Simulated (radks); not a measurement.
The lithium ion Li+, 2 electrons, occupied as 1s(up 1, down 1).

All-electron calculation, scalar-relativistic Kohn-Sham, LDA (Slater exchange, Perdew-Wang correlation), spin-polarised, spherical densities, finite nucleus; Fermi nuclear charge, rms radius 2.444 fm. Program: a radial shooting solver on a logarithmic mesh with Libxc functionals.

Energy parts (hartree):
| part | energy |
|---|---|
| total | -7.14295 |
| kinetic | 7.05852 |
| electron-nucleus | -15.91547 |
| Hartree | 3.24409 |
| exchange-correlation | -1.53009 |

Orbitals (lengths in bohr, moments of r in powers of bohr):
| orbital | occ. | eigenvalue (hartree) | <1/r> | <r^2> |
|---|---|---|---|---|
| 1s | 2 | -2.19013 | 2.653 | 0.4682 |

The highest occupied level is 1s at -59.597 eV. The electron density at the nucleus is 13.49 e/bohr^3 (large components only).
